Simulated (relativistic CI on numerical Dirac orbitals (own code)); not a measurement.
**Sc2+ in a cubic cluster: 3p photoemission with charge transfer**

Computed with a charge-transfer multiplet model of a cubic metal-ligand cluster with up to 2 ligand holes, Slater and spin-orbit integrals from Dirac-Coulomb-Breit ions, Slater integrals scaled by 0.8. The ground state mixes d1 with configurations of k ligand holes L, whose averages lie at kΔ + k(k − 1)U_dd/2; a core hole lowers each added d electron by U_cd. 20 K, Lorentzian 0.9 eV and Gaussian 0.8 eV FWHM.

Atomic integrals in eV (Slater integrals scaled, ζ unscaled), ground: F2dd 4.710, F4dd 2.885, zeta_d 0.008; with the core hole: F2dd 4.710, F4dd 2.885, zeta_d 0.012, zeta_core 0.340, F2cd 7.734, G1cd 9.660, G3cd 5.869. Where a configuration has fewer than two d electrons, the dd integrals are those of d2.

Cluster parameters (eV): U_dd = 4.4, U_cd = 5.5, 10Dq = 0.9, 10Dq(ligand) = 0.8, V(eg) = 2.6, V(t2g) = -1.11, final-state hopping factor = 1.

```
      Case   n_d    d1   d2L  d3L2     S
Δ = 4.2 eV  1.56  0.51  0.42  0.07  0.50
Δ = 5.2 eV  1.49  0.57  0.38  0.06  0.50
Δ = 7.2 eV  1.36  0.67  0.30  0.03  0.50
```

Weights, n_d and S are thermal averages at 20 K. Binding energies count from the first peak over 30 % of the highest in each spectrum, which can be another peak from case to case. The parameters are a model scan and need not match a compound or its usual spin state. Peaks in eV (height, largest 100):
- Δ = 4.2 eV: 0.0 (100), 1.6 (84), 11.0 (24)
- Δ = 5.2 eV: 0.0 (100), 1.6 (84), 11.3 (24)
- Δ = 7.2 eV: 0.0 (100), 1.6 (87), 5.7 (11), 9.0 (16), 9.8 (16), 11.4 (23)

Curve for Δ = 5.2 eV (points under 2 left out, the grid thinned):

```csv
E (eV),Intensity
-4.2,3.2
-3.7,4.1
-3.3,5.2
-2.8,7.5
-2.3,12.0
-1.8,22.9
-1.4,42.6
-0.9,77.9
-0.4,96.5
0.0,100.0
0.5,89.6
1.0,77.6
1.4,83.1
1.9,77.9
2.4,55.0
2.9,35.8
3.3,24.8
3.8,17.3
4.3,14.0
4.7,13.3
5.2,13.0
5.7,11.4
6.1,10.6
6.6,9.9
7.1,9.1
7.6,9.3
8.0,9.9
8.5,11.7
9.0,15.0
9.4,17.0
9.9,19.5
10.4,21.2
10.9,22.6
11.3,23.7
11.8,21.0
12.3,14.4
12.7,9.5
13.2,6.0
13.7,4.2
14.1,3.5
14.6,3.3
15.1,3.5
15.6,3.1
16.0,2.5
16.5,2.0
```

For the case Δ = 7.2 eV, Δ = 7.2 eV is larger than U_dd = 4.4 eV, the Mott-Hubbard side of the Zaanen-Sawatzky-Allen scheme. With the core hole the configuration with one ligand hole lies at Δ − U_cd = -1.3, -0.3, 1.7 eV from the one without, in the order of the table; where this is negative the screened configuration lies lower, though the effective hopping of about 5.6 eV (from the holes of the mixed ground state) mixes the two strongly wherever it is as large as the gap.
